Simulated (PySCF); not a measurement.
Sb2, optimised at PBE0/def2-TZVP:

```xyz
2

Sb     0.0025    -0.9082     0.8328
Sb    -0.0025     0.9082    -0.8328
```

Method: PySCF energies (xtb for GFN2) plus ideal-gas RRHO corrections (1 bar). All species are closed-shell singlets. Sb: scalar-relativistic def2 core potential, no spin-orbit coupling.

Q: List the harmonic frequencies (cm⁻¹, unscaled) at this level and at the other levels, each on its own geometry.

A: 
- PBE0/def2-TZVP: 297
- GFN2-xTB: 277
